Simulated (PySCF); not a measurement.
C₃H₁₄Si₃, SMILES [SiH2](C)CC[SiH2][SiH3].

Geometry: B3LYP-D3(BJ)/def2-SVP. This is a generated structure with no PubChem entry under its InChIKey; it may be hypothetical. One conformer was computed; it need not be the lowest.

Computed with B3LYP-D3(BJ)/def2-SVP (PySCF 2.14.0).

Frequencies are harmonic and unscaled.

```json
[
 {"mode": "1", "ν (cm⁻¹)": "37", "IR (km/mol)": "0.2", "moving atoms (share of kinetic energy)": "H 39 %, Si 35 %, C 25 %"},
 {"mode": "2", "ν (cm⁻¹)": "50", "IR (km/mol)": "0.8", "moving atoms (share of kinetic energy)": "Si 43 %, H 36 %, C 21 %"},
 {"mode": "3", "ν (cm⁻¹)": "81", "IR (km/mol)": "0.0", "moving atoms (share of kinetic energy)": "H 69 %, C 26 %"},
 {"mode": "4", "ν (cm⁻¹)": "82", "IR (km/mol)": "0.3", "moving atoms (share of kinetic energy)": "C 44 %, H 42 %, Si 14 %"},
 {"mode": "5", "ν (cm⁻¹)": "117", "IR (km/mol)": "0.1", "moving atoms (share of kinetic energy)": "H 47 %, Si 27 %, C 27 %"},
 {"mode": "6", "ν (cm⁻¹)": "145", "IR (km/mol)": "0.5", "moving atoms (share of kinetic energy)": "H 44 %, C 31 %, Si 25 %"},
 {"mode": "7", "ν (cm⁻¹)": "166", "IR (km/mol)": "0.0", "moving atoms (share of kinetic energy)": "H 88 %"},
 {"mode": "8", "ν (cm⁻¹)": "235", "IR (km/mol)": "1.4", "moving atoms (share of kinetic energy)": "Si 47 %, H 30 %, C 23 %"},
 {"mode": "9", "ν (cm⁻¹)": "247", "IR (km/mol)": "1.6", "moving atoms (share of kinetic energy)": "C 46 %, Si 30 %, H 24 %"},
 {"mode": "10", "ν (cm⁻¹)": "368", "IR (km/mol)": "19.2", "moving atoms (share of kinetic energy)": "H 92 %"},
 {"mode": "11", "ν (cm⁻¹)": "418", "IR (km/mol)": "1.0", "moving atoms (share of kinetic energy)": "Si 81 %, H 16 %"},
 {"mode": "12", "ν (cm⁻¹)": "466", "IR (km/mol)": "9.3", "moving atoms (share of kinetic energy)": "H 92 %"},
 {"mode": "13", "ν (cm⁻¹)": "495", "IR (km/mol)": "21.6", "moving atoms (share of kinetic energy)": "H 84 %, Si 15 %"},
 {"mode": "14", "ν (cm⁻¹)": "552", "IR (km/mol)": "7.4", "moving atoms (share of kinetic energy)": "H 70 %, Si 23 %"},
 {"mode": "15", "ν (cm⁻¹)": "571", "IR (km/mol)": "0.4", "moving atoms (share of kinetic energy)": "H 96 %"},
 {"mode": "16", "ν (cm⁻¹)": "645", "IR (km/mol)": "8.3", "moving atoms (share of kinetic energy)": "H 58 %, C 32 %, Si 10 %"},
 {"mode": "17", "ν (cm⁻¹)": "661", "IR (km/mol)": "0.9", "moving atoms (share of kinetic energy)": "H 51 %, C 39 %, Si 10 %"},
 {"mode": "18", "ν (cm⁻¹)": "670", "IR (km/mol)": "2.0", "moving atoms (share of kinetic energy)": "H 72 %, C 15 %, Si 14 %"},
 {"mode": "19", "ν (cm⁻¹)": "716", "IR (km/mol)": "39.0", "moving atoms (share of kinetic energy)": "C 45 %, Si 33 %, H 22 %"},
 {"mode": "20", "ν (cm⁻¹)": "737", "IR (km/mol)": "45.5", "moving atoms (share of kinetic energy)": "H 74 %, C 16 %, Si 10 %"},
 {"mode": "21", "ν (cm⁻¹)": "775", "IR (km/mol)": "187.2", "moving atoms (share of kinetic energy)": "H 78 %, C 13 %, Si 9 %"},
 {"mode": "22", "ν (cm⁻¹)": "805", "IR (km/mol)": "131.8", "moving atoms (share of kinetic energy)": "H 58 %, C 27 %, Si 15 %"},
 {"mode": "23", "ν (cm⁻¹)": "868", "IR (km/mol)": "130.9", "moving atoms (share of kinetic energy)": "H 75 %, C 17 %, Si 8 %"},
 {"mode": "24", "ν (cm⁻¹)": "884", "IR (km/mol)": "48.8", "moving atoms (share of kinetic energy)": "H 80 %, C 16 %"},
 {"mode": "25", "ν (cm⁻¹)": "906", "IR (km/mol)": "273.7", "moving atoms (share of kinetic energy)": "H 80 %, Si 11 %, C 9 %"},
 {"mode": "26", "ν (cm⁻¹)": "907", "IR (km/mol)": "50.1", "moving atoms (share of kinetic energy)": "H 78 %, C 13 %, Si 10 %"},
 {"mode": "27", "ν (cm⁻¹)": "936", "IR (km/mol)": "9.1", "moving atoms (share of kinetic energy)": "H 96 %"},
 {"mode": "28", "ν (cm⁻¹)": "946", "IR (km/mol)": "33.7", "moving atoms (share of kinetic energy)": "H 97 %"},
 {"mode": "29", "ν (cm⁻¹)": "953", "IR (km/mol)": "89.5", "moving atoms (share of kinetic energy)": "H 97 %"},
 {"mode": "30", "ν (cm⁻¹)": "961", "IR (km/mol)": "79.5", "moving atoms (share of kinetic energy)": "H 95 %"},
 {"mode": "31", "ν (cm⁻¹)": "1021", "IR (km/mol)": "4.8", "moving atoms (share of kinetic energy)": "C 77 %, H 23 %"},
 {"mode": "32", "ν (cm⁻¹)": "1082", "IR (km/mol)": "31.8", "moving atoms (share of kinetic energy)": "H 97 %"},
 {"mode": "33", "ν (cm⁻¹)": "1158", "IR (km/mol)": "26.8", "moving atoms (share of kinetic energy)": "H 78 %, C 21 %"},
 {"mode": "34", "ν (cm⁻¹)": "1271", "IR (km/mol)": "20.2", "moving atoms (share of kinetic energy)": "H 77 %, C 23 %"},
 {"mode": "35", "ν (cm⁻¹)": "1276", "IR (km/mol)": "3.8", "moving atoms (share of kinetic energy)": "H 65 %, C 34 %"},
 {"mode": "36", "ν (cm⁻¹)": "1285", "IR (km/mol)": "1.1", "moving atoms (share of kinetic energy)": "H 87 %, C 13 %"},
 {"mode": "37", "ν (cm⁻¹)": "1430", "IR (km/mol)": "4.6", "moving atoms (share of kinetic energy)": "H 92 %, C 8 %"},
 {"mode": "38", "ν (cm⁻¹)": "1432", "IR (km/mol)": "4.3", "moving atoms (share of kinetic energy)": "H 93 %"},
 {"mode": "39", "ν (cm⁻¹)": "1438", "IR (km/mol)": "2.4", "moving atoms (share of kinetic energy)": "H 95 %"},
 {"mode": "40", "ν (cm⁻¹)": "1438", "IR (km/mol)": "4.3", "moving atoms (share of kinetic energy)": "H 96 %"},
 {"mode": "41", "ν (cm⁻¹)": "2190", "IR (km/mol)": "91.6", "moving atoms (share of kinetic energy)": "H 98 %"},
 {"mode": "42", "ν (cm⁻¹)": "2194", "IR (km/mol)": "27.2", "moving atoms (share of kinetic energy)": "H 96 %"},
 {"mode": "43", "ν (cm⁻¹)": "2195", "IR (km/mol)": "143.7", "moving atoms (share of kinetic energy)": "H 96 %"},
 {"mode": "44", "ν (cm⁻¹)": "2198", "IR (km/mol)": "112.4", "moving atoms (share of kinetic energy)": "H 98 %"},
 {"mode": "45", "ν (cm⁻¹)": "2201", "IR (km/mol)": "46.0", "moving atoms (share of kinetic energy)": "H 98 %"},
 {"mode": "46", "ν (cm⁻¹)": "2208", "IR (km/mol)": "180.7", "moving atoms (share of kinetic energy)": "H 96 %"},
 {"mode": "47", "ν (cm⁻¹)": "2213", "IR (km/mol)": "137.0", "moving atoms (share of kinetic energy)": "H 96 %"},
 {"mode": "48", "ν (cm⁻¹)": "3014", "IR (km/mol)": "3.0", "moving atoms (share of kinetic energy)": "H 95 %"},
 {"mode": "49", "ν (cm⁻¹)": "3025", "IR (km/mol)": "14.8", "moving atoms (share of kinetic energy)": "H 95 %"},
 {"mode": "50", "ν (cm⁻¹)": "3029", "IR (km/mol)": "5.5", "moving atoms (share of kinetic energy)": "H 97 %"},
 {"mode": "51", "ν (cm⁻¹)": "3056", "IR (km/mol)": "2.4", "moving atoms (share of kinetic energy)": "H 91 %, C 9 %"},
 {"mode": "52", "ν (cm⁻¹)": "3076", "IR (km/mol)": "13.1", "moving atoms (share of kinetic energy)": "H 91 %, C 9 %"},
 {"mode": "53", "ν (cm⁻¹)": "3119", "IR (km/mol)": "6.5", "moving atoms (share of kinetic energy)": "H 91 %, C 9 %"},
 {"mode": "54", "ν (cm⁻¹)": "3123", "IR (km/mol)": "5.8", "moving atoms (share of kinetic energy)": "H 91 %, C 9 %"}
]
```
